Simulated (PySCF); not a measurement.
Dipole moment and polarisability of `C1CC[AsH]CC1`

Compound: C5H11As.
Cartesian coordinates in Å at the PBE0-D3(BJ)/def2-SVP level; atoms count from 1:
```
atom  x, y, z in Å
C1     0.285   -1.229    0.515
C2     1.261   -0.047    0.492
C3     1.211    0.751   -0.803
As4   -0.499    1.733   -1.026
C5    -1.584    0.453    0.047
C6    -1.058   -0.960   -0.172
H7     0.754   -2.106    0.038
H8     0.110   -1.518    1.565
H9     2.283   -0.421    0.674
H10    1.043    0.635    1.332
H11    1.334    0.097   -1.682
H12    2.017    1.499   -0.855
H13   -0.218    2.710    0.116
H14   -1.564    0.724    1.114
H15   -2.626    0.545   -0.295
H16   -0.965   -1.141   -1.258
H17   -1.796   -1.701    0.179
```

Level: CAM-B3LYP/def2-SVPD (PySCF), static field, nuclei fixed, core orbitals frozen in the response. The polarisability tensor in these axes (au):

```
x   90.92 -0.77  0.51
y   -0.77 93.48 -6.75
z    0.51 -6.75 80.28
```

Question: Diagonalise the tensor; give its mean and Δα, where Δα² is half the sum of the squared differences of the eigenvalues.

Answer: Principal values 77.44, 90.78 and 96.47 au; mean 88.23 au = 13.07 Å³ = 14.55 × 10⁻⁴⁰ C²·m²/J; Δα = 16.91 au (19 % of the mean).

Question: What is the dipole moment, and where does it point?

Answer: (0.34, -0.96, 0.79) D, 1.28 D in size, pointing from the negative to the positive side. Measured along this direction, the outermost atoms are As4 and H13 at the negative end and H8 at the positive end.

Question: In a dilute gas of rigid molecules at 500 K, how does the orientational term μ²/3kT compare with the electronic polarisability?

Answer: In Gaussian units μ²/3kT = 7.97 Å³ against 13.07 Å³, a ratio of 0.61; the Debye molar polarisation (4π/3)N_A(α + μ²/3kT) is 53.1 cm³/mol, leaving out the vibrational part.

Question: Form Σ f/ω² (atomic units) for the 10 lowest TDDFT singlets, given as eV and f, and set it beside the mean polarisability, which is this sum over all singlets: 6.04, 0.0429; 6.23, 0.0813; 6.89, 0.1579; 7.25, 0.0043; 7.33, 0.0149; 7.50, 0.0298; 7.77, 0.0144; 7.94, 0.0707; 8.15, 0.0047; 8.19, 0.0249.

Answer: They add up to 6.88 au, 7.8 % of the 88.23 au; the largest single term is 2.46 au, from the state at 6.89 eV. Terms in order: 0.87, 1.55, 2.46, 0.06, 0.20, 0.39, 0.18, 0.83, 0.05, 0.28 au. Higher excitations give the rest. The strengths listed sum to 0.446.

Question: Directions of the eigenvectors, and the extent of the frame along each?

Answer: Largest value along (-0.16, 0.91, -0.38), where the nuclei span 4.50 Å; middle along (0.99, 0.15, -0.05), 4.76 Å; least along (-0.01, 0.39, 0.92), 3.05 Å. The strongest response doesn't lie along the longest of the three spans.

Question: Find the Langevin capture rate constant for H3O+ (19.018 u) meeting this molecule (146.008 u), k = 2.342 × 10⁻⁹ cm³/s × √(α in Å³ / reduced mass in u).

Answer: The reduced mass is 16.83 u, so k = 2.06 × 10⁻⁹ cm³/s. The formula leaves out the permanent dipole, which adds to the capture rate.

Question: What would n − 1 = 2πNα be for an ideal gas of these molecules at 350 K and 1 atm, electronic part alone?

Answer: N = p/kT = 2.0968 × 10¹⁹ cm⁻³, so n − 1 = 2π × N × 13.07 × 10⁻²⁴ cm³ = 1722 × 10⁻⁶ at long wavelengths, for an ideal gas.

Geometry: PBE0-D3(BJ)/def2-SVP, one conformer, isolated molecule. The calculation is non-relativistic, for arsenic too.
